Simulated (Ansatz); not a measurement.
```yaml
crystal:
  periodic: [false, false, false]
  atoms:
    - {symbol: C, position_ang: [-0.367567, 1.637758, -0.575931]}
    - {symbol: Si, position_ang: [-0.165478, 0.105453, 0.483483]}
    - {symbol: N, position_ang: [1.470698, 0.052947, 1.049405]}
    - {symbol: In, position_ang: [-0.624722, -2.104318, -0.760493]}
    - {symbol: H, position_ang: [-1.396485, 1.724428, -0.933713]}
    - {symbol: H, position_ang: [-0.140040, 2.537606, 0.003476]}
    - {symbol: H, position_ang: [0.298665, 1.614540, -1.440641]}
    - {symbol: H, position_ang: [-1.186029, 0.224163, 1.582080]}
    - {symbol: H, position_ang: [1.837282, -0.811334, 1.414792]}
    - {symbol: H, position_ang: [1.842561, 0.836631, 1.565571]}
    - {symbol: H, position_ang: [-1.833540, -2.266114, -1.993851]}
    - {symbol: H, position_ang: [0.264665, -3.551779, -0.394188]}
basis:
  gaussian: {orbitals: def2-mTZVP}
hamiltonian: {xc: {name: revPBE}, dispersion: d3bjatm}
output: {forces: true}
```

```sh
$ ansatz run in.yaml --threads 4 --pin off --events-out ev --progress --plain --max-ram 10444MiB
```

Shortened log:

```
Functional definition: revPBE
1252 factors; their error is unknown
mean field evaluation 1: about -15691.9782 eV, gradient 9.0e1 eV
mean field evaluation 2: about -15607.8401 eV, gradient 1.6e2 eV
mean field evaluation 4: about -15708.2294 eV, gradient 1.6e1 eV
mean field evaluation 8: about -15708.9199 eV, gradient 1.2e-1 eV
mean field evaluation 16: about -15708.8800 eV, gradient 2.7e-3 eV
mean field -15708.88003560 eV, -577.2906934470 hartree, gradient 3.1e-5 eV, S^2 0.000000; 0 other end points of the search recorded, 0 dependent functions left out
reference -15708.88011709 eV, -577.2906964417 hartree; 28, 28 occupied and 92, 92 virtual orbitals, 1252 factors
Total energy: -15709.47498220 eV, -577.3125573313 hartree
Atom 0 at    -0.367567     1.637758    -0.575931 Å, force    -0.023001     0.057802    -0.048208 eV/Å
Atom 1 at    -0.165478     0.105453     0.483483 Å, force    -0.385658    -0.199266    -0.035252 eV/Å
Atom 2 at     1.470698     0.052947     1.049405 Å, force     0.288701    -0.005066    -0.249231 eV/Å
Atom 3 at    -0.624722    -2.104318    -0.760493 Å, force     0.018997     0.101024     0.052133 eV/Å
Atom 4 at    -1.396485     1.724428    -0.933713 Å, force    -0.237195     0.055758    -0.103463 eV/Å
Atom 5 at    -0.140040     2.537606     0.003476 Å, force     0.048973     0.242304     0.109721 eV/Å
Atom 6 at     0.298665     1.614540    -1.440641 Å, force     0.147287     0.020577    -0.209739 eV/Å
Atom 7 at    -1.186029     0.224163     1.582080 Å, force    -0.197370     0.025217     0.166466 eV/Å
Atom 8 at     1.837282    -0.811334     1.414792 Å, force     0.196363    -0.390663     0.198351 eV/Å
Atom 9 at     1.842561     0.836631     1.565571 Å, force     0.193833     0.358939     0.263509 eV/Å
Atom 10 at    -1.833540    -2.266114    -1.993851 Å, force    -0.200378    -0.025379    -0.204523 eV/Å
Atom 11 at     0.264665    -3.551779    -0.394188 Å, force     0.149449    -0.241247     0.060235 eV/Å
Dipole moment:     0.158021     0.216840     0.201503 e Å
```

Hardware: 4 threads of an Arm Neoverse N1 on a shared host. Wall time 2.3 s, peak host memory 0.58 GiB.
